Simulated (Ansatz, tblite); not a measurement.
Isomers of Ag4O⁻ (doublet), found by a short tight-binding search and relaxed with PBE-D4/def2-SVPD in Ansatz.

In the def2 sets Ag takes a core potential; there is no spin–orbit coupling. The xTB rows come from tblite. Correlated methods freeze 1 core orbital; core or outer-core shells of Ag are correlated, in sets that lack core-valence functions.

Run but left out: HF/def2-TZVPD, MP2/def2-TZVPD (A: ⟨S²⟩ 1.85, where a pure state has 0.75).

A: At LDA (SPW92)/def2-TZVPD, PBE-D4/def2-TZVPD, r2SCAN-D4/def2-TZVPD, PBE0-D4/def2-TZVPD the highest occupied level of the charge -1 doublet lies above zero (up to 0.48 eV). It is a level of α spin, whose loss leaves a singlet; that state wasn't run at this geometry and level. The electron is either unbound and held by the finite basis, or the level is raised by self-interaction error. B: At BHLYP-D4/def2-TZVPD the charge -1 doublet is spin-contaminated (final ⟨S²⟩ up to 0.85, 0.75 for a pure state).

Other spin states weren't relaxed.

A:

```csv
atom,x (Å),y (Å),z (Å)
O1,1.016,-1.036,0.731
Ag2,0.097,-1.046,-1.318
Ag3,-1.512,1.320,-0.722
Ag4,1.324,1.044,-0.059
Ag5,-0.925,-0.282,1.368
```

B:

```csv
atom,x (Å),y (Å),z (Å)
O1,-1.571,-1.271,0.883
Ag2,1.030,1.453,0.174
Ag3,-0.242,-0.845,-0.651
Ag4,-0.860,0.432,1.848
Ag5,1.643,0.230,-2.255
```

Question: Estimate their order by electronic energy at RPA@PBE/def2-TZVPD, counted from the lowest.

Answer: B (0.0) < A (9.4), in kcal/mol.

Question: Do the other levels pick the same lowest one?

Answer: All that were run do. Energies above each level's lowest (kcal/mol):

| level | A | B |
| --- | --- | --- |
| GFN1-xTB | 13.0 | 0.0 |
| GFN2-xTB | 32.1 | 0.0 |
| LDA (SPW92)/def2-TZVPD | 17.4 | 0.0 |
| PBE-D4/def2-TZVPD | 16.5 | 0.0 |
| r2SCAN-D4/def2-TZVPD | 17.2 | 0.0 |
| PBE0-D4/def2-TZVPD | 16.1 | 0.0 |
| BHLYP-D4/def2-TZVPD | 16.4 | 0.0 |
| CAM-B3LYP-D4/def2-TZVPD | 18.0 | 0.0 |
| RPA@PBE/def2-TZVPD | 9.4 | 0.0 |
Point groups (tolerance 0.1 Å): A Cs, B Cs. Lower isomers may exist.
